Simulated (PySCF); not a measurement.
**Name the molecule from its bond curve**

A diatomic of charge -1 contains Cu. Its doublet curve at ωB97X-V in a triple-zeta basis (no relativity, PySCF), in eV from the separated fragments:

```tsv
R (Å)	E (eV)
1.907	-0.881
1.996	-1.193
2.085	-1.356
2.151	-1.410
2.218	-1.423
2.284	-1.408
2.373	-1.356
2.484	-1.263
2.617	-1.131
2.795	-0.953
```

The fit gives ωe = 286 cm⁻¹ and the rotational constant Bₑ = 0.1533 cm⁻¹.

Q: Which atom is the partner?

A: The minimum lies at 2.212 Å, so the reduced mass is 16.8576 u Å² cm⁻¹/(Bₑ·Re²) = 22.47 u. With Cu at 62.93 u the partner weighs about 34.9 u: Cl. The molecule is CuCl⁻.

With d or f electrons several states lie close, and the lowest PBE0 determinant need not be the measured ground state.
